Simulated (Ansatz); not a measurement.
Two isomers of C3H6OSi: A = `C=C=C(O)[SiH3]`, B = `CC1[SiH2]C1=O`.

Computed with Ansatz on PBE0-D4/def2-TZVP structures; ΔE is electronic, products minus reactants. CCSD(T)/CBS is the MP2 limit (def2-TZVPP, def2-QZVPP) plus CCSD(T) − MP2 in def2-TZVPP, frozen cores. Functionals use def2-TZVPP. B3LYP here is the variant with VWN-RPA as its local correlation; programs differ in this. Each species was taken in one conformer, which may not be the lowest.

(1) Which is lower in electronic energy at CCSD(T)/CBS, and by how much? (An estimate is asked.)

(2) Give E(B) − E(A) in kcal/mol with CCSD/def2-TZVPP, MP2/def2-TZVPP, CCSD(T)/def2-TZVPP, B3LYP, r2SCAN-D4, B2PLYP, B3LYP-D4. (Estimate.)

Largest T1 diagnostic: 0.016.

## Answers

(1) Ansatz gave: A, by 0.5 kcal/mol.

(2) Computed: CCSD/def2-TZVPP 1.1, MP2/def2-TZVPP -2.0, CCSD(T)/def2-TZVPP 0.0, B3LYP 1.8, r2SCAN-D4 -2.8, B2PLYP 0.4, B3LYP-D4 1.6. The order is the other way round with MP2/def2-TZVPP, r2SCAN-D4.

From PBE to PBE0 (25 % exact exchange), in def2-TZVPP and without D4, E(B) − E(A) moves by +1.0 kcal/mol. In def2-TZVPP, CCSD(T) changes the Hartree–Fock value by −7.0 kcal/mol (the triples alone add −1.1 kcal/mol) and MP2 by −9.1 kcal/mol.
